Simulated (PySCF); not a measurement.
CrCl: energy against distance

Set-up: PySCF, no relativity, basis sets Cr def2-TZVPP, Cl def2-TZVPP. Energies in eV from Cr (3d5 4s1) + Cl in their ground configurations at the same level. State: ⁶Σ⁺ (sextet), unpaired electrons σ ↑, π ↑↑, δ ↑↑.

All columns are r²SCANh. A positive dipole means Cr(−)Cl(+).

```tsv
R (Å)	E (eV)	μ (D)	Mulliken charge on Cr (basis-dependent)	HOMO (eV)	LUMO (eV)	Mayer bond order	⟨S²⟩
1.897	-2.932	-3.56	0.43	-5.46	-2.47	1.23	8.77
1.985	-3.428	-4.01	0.43	-5.57	-2.67	1.15	8.77
2.074	-3.693	-4.47	0.44	-5.62	-2.86	1.09	8.77
2.140	-3.781	-4.82	0.44	-5.67	-3.00	1.05	8.78
2.206	-3.800	-5.16	0.45	-5.71	-3.13	1.01	8.78
2.272	-3.767	-5.51	0.46	-5.76	-3.25	0.98	8.78
2.360	-3.664	-5.96	0.47	-5.83	-3.41	0.94	8.78
2.471	-3.477	-6.51	0.48	-5.92	-3.58	0.90	8.79
2.603	-3.204	-7.14	0.50	-6.02	-3.77	0.85	8.80
2.780	-2.814	-7.90	0.53	-6.14	-3.99	0.80	8.81
```

A fit through these points gives, at Re = 2.194 Å, μ = -5.10 D and dμ/dR = -5.24 D/Å; the reduced mass is 20.9 u.

How strong is the fundamental in the double-harmonic approximation, I = 42.26·(dμ/dR)²/μred km/mol?

I = 42.26·(-5.24)²/20.9 = 55.5 km/mol at r²SCANh.

The metal atom is held in its measured ground configuration; semilocal functionals can put another filling of s and d lower by some tenths of an eV, and De to that atom would be smaller. With d or f electrons several states lie close, and the lowest PBE0 determinant need not be the measured ground state.
